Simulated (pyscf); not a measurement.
**H₂N–Hf(NH₂)(NH₂)–NH₂, singlet**

Gas-phase minimum from PySCF at ωB97X-D3(BJ)/def2-SVP, one conformer. 

SMILES: [NH2][Hf]([NH2])([NH2])[NH2]
```xyz
13

N     -0.3451    -1.4676    -2.1464
Hf    -0.3050     0.1596    -0.8959
N      1.3235     1.3034    -1.3987
N     -2.0280     1.2559    -1.0988
N     -0.1707    -0.4479     1.0602
H     -1.1385    -1.8620    -2.6465
H      0.4842    -1.9996    -2.4072
H      2.0026     1.7405    -0.7799
H      1.6135     1.4842    -2.3587
H     -2.9153     0.9992    -0.6682
H     -2.1594     2.1436    -1.5782
H      0.0773    -1.3659     1.4220
H     -0.4048     0.1473     1.8536
```

Bonds (Å): N1–Hf2 2.053, N1–H6 1.017, N1–H7 1.019, Hf2–N3 2.053, Hf2–N4 2.052, Hf2–N5 2.053, N3–H8 1.017, N3–H9 1.019, N4–H10 1.019, N4–H11 1.017, N5–H12 1.017, N5–H13 1.019. Bond angles (°): Hf2–N1–H6 128.5, Hf2–N1–H7 123.6, H6–N1–H7 107.8, N1–Hf2–N3 107.9, N1–Hf2–N4 110.3, N1–Hf2–N5 110.3, N3–Hf2–N4 110.1, N3–Hf2–N5 110.3, N4–Hf2–N5 107.9, Hf2–N3–H8 128.3, Hf2–N3–H9 123.7, H8–N3–H9 107.9, Hf2–N4–H10 123.7, Hf2–N4–H11 128.4 (the first ones only).

Properties at ωB97X-D3(BJ)/def2-SVP:

| Property | Result |
|---|---|
| Harmonic wavenumbers, unscaled | 118, 118, 142, 143, 150, 190, 191, 308, 336, 449, 449, 463, 483, 483, 492, 497, 510, 621, 623, 623, 639, 1523, 1524, 1524, 1524, 3578, 3578, 3579, 3581, 3666, 3666, 3666, 3666 cm⁻¹ |
| Zero-point energy | 61.6 kcal/mol |
| Rotational symmetry number | 2 |
| Entropy of this conformer at 298 K and 1 atm, rigid rotor and harmonic oscillator, modes under 100 cm⁻¹ raised to 100 | 407.0 J/(mol K) |
| Dipole moment | 0.01 D |

Single-point totals, which compare only within one level:

```tsv
level	total energy (hartree)
ωB97X-D3(BJ)/def2-TZVP	-272.22027
PBE/def2-TZVP	-271.85164
r²SCAN/def2-TZVP	-272.00260
B3LYP-D3(BJ)/def2-TZVP	-272.14590
PBE0-D3(BJ)/def2-TZVP	-271.83620
M06-2X/def2-TZVP	-271.91260
ωB97M-D3(BJ)/def2-TZVP	-272.12413
```

Soft torsions are taken as harmonic, which can shift the entropy by several J/(mol K). Elements past Kr carry the def2 core potentials, without spin-orbit coupling.
